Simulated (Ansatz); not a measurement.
Cost and result up the ladder for SbH2(SMe) (CH₅SSb) (8 atoms). The state is a singlet with charge 0. Geometry: PBE-D4/def2-TZVP.

```xyz
8

Sb   -0.609   -1.500   -0.855
H     0.536   -1.961   -2.067
H    -0.263   -2.953    0.015
S     0.959   -0.141    0.440
C    -0.024    1.395    0.582
H    -0.205    1.854   -0.398
H     0.583    2.084    1.185
H    -0.976    1.223    1.098
```

Ansatz on 4 threads of Arm Neoverse V1 on a shared host. Times are rough, and most runs start from the orbitals of an earlier one. ωB97X-V/def2-TZVP serves as the yardstick here, not as an exact answer. Differences are given only for rows in sets of like size (and for xTB, whose basis is part of the method), since another set adds its own error. Binding counts from free atoms at the same level (Sb quartet, H doublet, S triplet, C triplet; other spins of the atoms weren't run), without zero-point energy or a counterpoise term.

In the def2 sets Sb takes a core potential; there is no spin–orbit coupling. LC-ωPBE has ω = 0.4 bohr⁻¹. HSE06 is defined as in plane-wave codes, on full-range PBE exchange. Correlated methods freeze 10 core orbitals; core or outer-core shells of Sb are correlated, in sets that lack core-valence functions.

Correlated methods converge slowly with the basis.

```csv
level,functions,wall time
PBE-D4/def2-SVP,83,0.6 s
PBE0-D4/def2-SVP,83,0.9 s
PBE-D4/def2-TZVP,148,1.1 s
MP2/def2-TZVP,148,1.2 s
PBE0-D4/def2-TZVP,148,1.5 s
LC-ωPBE/def2-TZVP,148,1.5 s
BHLYP-D4/def2-TZVP,148,1.5 s
HSE06-D4/def2-TZVP,148,1.7 s
r2SCAN-D4/def2-TZVP (with forces),148,3 s
r2SCANh-D4/def2-TZVP,148,3 s
ωB97X-V/def2-TZVP,148,4.5 s
CCSD(T)/def2-TZVPP,193,58 s
```

Estimate what each level gives for the binding energy per atom (eV).


| level | binding energy per atom (eV) | difference from ωB97X-V/def2-TZVP (eV) |
| --- | --- | --- |
| PBE-D4/def2-SVP | 3.11 | – |
| PBE0-D4/def2-SVP | 3.05 | – |
| PBE-D4/def2-TZVP | 3.13 | 0.02 |
| MP2/def2-TZVP | 2.90 | -0.21 |
| PBE0-D4/def2-TZVP | 3.07 | -0.04 |
| LC-ωPBE/def2-TZVP | 3.00 | -0.10 |
| BHLYP-D4/def2-TZVP | 3.00 | -0.10 |
| HSE06-D4/def2-TZVP | 3.07 | -0.04 |
| r2SCAN-D4/def2-TZVP (with forces) | 3.07 | -0.03 |
| r2SCANh-D4/def2-TZVP | 3.05 | -0.05 |
| ωB97X-V/def2-TZVP | 3.10 | 0.00 |
| CCSD(T)/def2-TZVPP | 2.98 | -0.12 |
